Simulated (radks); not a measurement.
The numbers below are computed, except where a source is named.
Ionisation of Ce+, [Xe] 4f1 5d2, to Ce2+, [Xe] 4f2, under several functionals. Scalar-relativistic Kohn-Sham, spin-unpolarised, spherical densities, point nucleus; a radial shooting solver on a logarithmic mesh with Libxc functionals.

\begin{tabular}{lrrrrrr}
functional & E(Ce+) (hartree) & Exc (hartree) & IE (eV) & -e(HOMO) (eV) & <r> HOMO (bohr) & IE error (eV) \\ \hline
B86b exchange with PBE correlation & -8861.0948 & -210.0354 & 9.536 & 7.222 & 2.841 & -1.420 \\
exchange-only LDA & -8848.0639 & -196.8886 & 8.875 & 6.387 & 2.932 & -2.081 \\
exchange-only B88 & -8858.0298 & -206.9188 & 9.022 & 6.475 & 2.935 & -1.934 \\
OLYP & -8863.5212 & -212.6004 & 9.122 & 7.009 & 2.849 & -1.834 \\
LDA (Slater exchange, VWN5 correlation) & -8853.6711 & -202.5699 & 9.566 & 7.409 & 2.844 & -1.390 \\
SOGGA & -8856.4375 & -205.3503 & 9.367 & 7.094 & 2.833 & -1.589 \\
revPBE & -8860.4995 & -209.4403 & 9.463 & 7.124 & 2.841 & -1.493 \\
PW91 & -8861.3530 & -210.2975 & 9.554 & 7.240 & 2.844 & -1.402 \\
\end{tabular}

NIST Atomic Spectra Database: 10.96 eV (semi-empirical). Closest: LDA (Slater exchange, VWN5 correlation). The Delta-SCF values span 0.69 eV, the total energies 15.46 hartree. The highest occupied level is 5d. Spin polarisation and multiplet splitting are left out, so open shells lie too high by an amount that depends on their filling. Spin-orbit splitting is averaged out at the scalar-relativistic level.

Beside tabulated values, note that spin-unpolarised runs miss the spin-polarisation part of the exchange energy of open shells.
